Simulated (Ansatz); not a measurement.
In(F)(Cl)(OMe) (CH3ClFInO), SMILES C[O][In]([F])[Cl].

Geometry optimised at PBE0-D3(BJ)/def2-SVP. The structure was generated by enumeration; whether it is a known compound was not checked. The def2 effective core potentials stand for the cores of In; spin–orbit coupling is left out. Other conformers were not sampled.

Two levels are set side by side: PBE/def2-SVPD (Ansatz, a first-principles code) and CAM-B3LYP/def2-SVPD (Ansatz). Energy differences of separate SCF runs at the same geometry; the states with an electron removed or added have multiplicity 2 and 2. Differences are taken from unrounded values.

| quantity | CAM-B3LYP | PBE | PBE minus CAM-B3LYP |
|---|---|---|---|
| vertical ionisation energy (eV) | 10.67 | 10.19 | -0.48 |
| vertical electron affinity (eV) | 1.27 | 1.29 | 0.02 |
| vertical singlet–triplet gap (eV) | 4.05 | 3.61 | -0.44 |
